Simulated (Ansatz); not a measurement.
One change: `[SiH3][O][GaH][Br]` becomes `[SiH3][O][GaH2]`.

Ansatz, PBE0-D4/def2-TZVP geometries, multiplicity 1. Each molecule was computed in one conformer, which needn't be the lowest.

Scalar relativity is left out up to krypton. Spin–orbit coupling is left out; it splits and shifts lone-pair levels of the heavy atoms by tenths of an eV.

```csv
property,`[SiH3][O][GaH][Br]`
HOMO energy (ωB97M-V/def2-TZVPP) / eV,-10.81
HOMO energy (B3LYP/def2-TZVPP) / eV,-8.30
LUMO energy (ωB97M-V/def2-TZVPP) / eV,0.24
"ideal-gas entropy at 298 K and 1 bar (rigid rotor, harmonic PBE0-D4/def2-TZVP) / J/(mol·K)",381
LUMO energy (PBE/def2-TZVPP) / eV,-2.24
LUMO energy (B3LYP/def2-TZVPP) / eV,-1.73
```

(1) Give the same properties after the change, and the shifts. (Best estimate.)

Results:

(1) Computed: 
```
                                                                                  property  `[SiH3][O][GaH2]`  shift
                                                     HOMO energy (ωB97M-V/def2-TZVPP) / eV             -10.64   0.17
                                                       HOMO energy (B3LYP/def2-TZVPP) / eV              -8.16   0.14
                                                     LUMO energy (ωB97M-V/def2-TZVPP) / eV               0.21  -0.03
ideal-gas entropy at 298 K and 1 bar (rigid rotor, harmonic PBE0-D4/def2-TZVP) / J/(mol·K)                332    -49
                                                         LUMO energy (PBE/def2-TZVPP) / eV              -2.28  -0.04
                                                       LUMO energy (B3LYP/def2-TZVPP) / eV              -1.77  -0.04
```

Modes under 60 cm⁻¹, often nearly free rotors, make the harmonic entropy too high.

B3LYP here is the variant with VWN-RPA as its local correlation; programs differ in this.
